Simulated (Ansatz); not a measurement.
The inner images of a band of CH2BrNO (6 atoms, charge 0, multiplicity 1) are given out of order.

Theory: Ansatz 0.2.0, RKS PBE0/def2-SVP.

Image 0:

```xyz
6
Properties=species:S:1:pos:R:3
N 0.069 0.791 -0.890
C -0.295 -0.168 -0.171
O 0.203 -0.644 0.976
Br -1.794 -1.209 -0.671
H 0.888 1.278 -0.518
H 0.971 -0.112 1.228
```

Image 6:

```xyz
6
Properties=species:S:1:pos:R:3
N 0.044 0.890 -1.036
C -0.127 0.002 -0.178
O 0.599 -0.214 0.921
Br -1.571 -1.248 -0.366
H 0.849 1.475 -0.798
H 0.247 -0.969 1.410
```

Problem. Put them in order from the first end to the last, with their energies above the first end.
A.
```xyz
6
Properties=species:S:1:pos:R:3
N 0.004 0.888 -0.968
C -0.163 -0.102 -0.223
O 0.702 -0.559 0.699
Br -1.725 -1.180 -0.438
H 0.883 1.344 -0.702
H 0.340 -0.455 1.587
```
B.
```xyz
6
Properties=species:S:1:pos:R:3
N 0.019 0.894 -1.014
C -0.133 -0.049 -0.211
O 0.709 -0.384 0.774
Br -1.639 -1.215 -0.387
H 0.854 1.424 -0.745
H 0.233 -0.733 1.537
```
C.
```xyz
6
Properties=species:S:1:pos:R:3
N 0.013 0.862 -0.879
C -0.233 -0.169 -0.211
O 0.467 -0.754 0.779
Br -1.802 -1.171 -0.577
H 0.915 1.272 -0.618
H 0.681 -0.104 1.459
```
D.
```xyz
6
Properties=species:S:1:pos:R:3
N 0.036 0.832 -0.872
C -0.265 -0.176 -0.192
O 0.325 -0.733 0.874
Br -1.807 -1.185 -0.632
H 0.912 1.266 -0.573
H 0.841 -0.068 1.349
```
E.
```xyz
6
Properties=species:S:1:pos:R:3
N 0.008 0.872 -0.914
C -0.201 -0.148 -0.220
O 0.592 -0.706 0.718
Br -1.792 -1.156 -0.504
H 0.914 1.284 -0.670
H 0.521 -0.209 1.543
```

Solution. D (+0.048 eV), C (+0.144 eV), E (+0.192 eV), A (+0.106 eV), B (-0.053 eV).

The run took 99 s on 1 thread of Intel(R) Xeon(R) Platinum 8488C (Sapphire Rapids), on a shared host, peak memory 0.19 GiB.
